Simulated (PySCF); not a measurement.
Molecule: `InChI=1S/C3H8FNSi/c4-2-1-3-5-6/h3H,1-2H2,6H3/b5-3+`.

Geometry:
| atom | x (Å) | y (Å) | z (Å) |
| --- | --- | --- | --- |
| F1 | -3.471 | 0.122 | 0.221 |
| C2 | -2.102 | 0.095 | 0.333 |
| C3 | -1.496 | -0.318 | -0.988 |
| C4 | -0.003 | -0.371 | -0.973 |
| N5 | 0.680 | -0.100 | 0.059 |
| Si6 | 2.431 | -0.138 | 0.139 |
| H7 | -1.744 | 1.094 | 0.629 |
| H8 | -1.817 | -0.611 | 1.129 |
| H9 | -1.819 | 0.374 | -1.787 |
| H10 | -1.884 | -1.307 | -1.292 |
| H11 | 0.459 | -0.666 | -1.943 |
| H12 | 2.912 | 1.219 | 0.527 |
| H13 | 3.050 | -0.530 | -1.172 |
| H14 | 2.833 | -1.118 | 1.189 |

Geometry PBE0-D3(BJ)/def2-SVP throughout; GIAO in PySCF 2.14.0 with density-fitted response routines, gas phase, one conformer, non-relativistic; equivalent atoms averaged; functional PBE0.

**Question.** How do the shifts δ (against CFCl3, TMS, NH3 at the same level) depend on the basis set? (a selection of nuclei; ppm; last column core-seconds on 1 thread of an Arm Neoverse V1, shared host)

**Answer.** 
```tsv
basis set	functions	F1	C4	C2	C3	N5	Si6	H11	H7/H8	H9/H10	core-s
pcSseg-0	74	-281.5	189.3	83.9	48.0	382.5	-69.3	8.72	4.92	2.91	7.3
6-31G*	104	-241.6	169.5	75.5	41.7	319.1	-13.6	8.57	4.73	2.62	11
cc-pVDZ	128	-236.9	175.9	77.0	44.8	343.3	-36.8	8.77	4.60	2.63	14
def2-SVP	128	-229.9	174.8	76.2	42.3	343.7	-46.1	8.43	4.47	2.54	13
aug-cc-pVDZ	214	-241.0	177.1	77.4	44.4	341.1	-37.8	9.17	4.82	2.95	31
6-311+G(2d,p)	218	-256.5	182.3	80.0	44.9	356.6	-43.3	9.12	4.71	2.86	30
def2-TZVP	240	-252.6	184.8	81.9	45.9	364.5	-44.8	9.10	4.67	2.82	37
cc-pVTZ	296	-248.7	183.1	81.0	45.4	361.5	-37.8	9.05	4.66	2.81	50
IGLO-III	299	-256.8	188.2	83.2	46.5	369.1	-46.5	9.06	4.75	2.88	49
```

**Question.** Which nucleus among those listed moves most, in ppm?

**Answer.** N5 (imine nitrogen): from 319.1 ppm with 6-31G* to 382.5 ppm with pcSseg-0. The smallest spread is 0.41 ppm, at H9/H10. Proton shifts span only some 12 ppm, so a few tenths of a ppm matter as much there as several ppm in carbon.

**Question.** Taking the largest basis, IGLO-III (299 functions), as the yardstick, rank the others by their worst heavy-atom deviation.

**Answer.** def2-TZVP 4.5 ppm (240 functions), cc-pVTZ 8.7 ppm (296 functions), 6-311+G(2d,p) 12.4 ppm (218 functions), pcSseg-0 24.7 ppm (74 functions), cc-pVDZ 25.8 ppm (128 functions), def2-SVP 26.9 ppm (128 functions), aug-cc-pVDZ 27.9 ppm (214 functions), 6-31G* 49.9 ppm (104 functions).

A small basis that lands close on one nucleus may do so by chance; judge by the trend and by all nuclei.
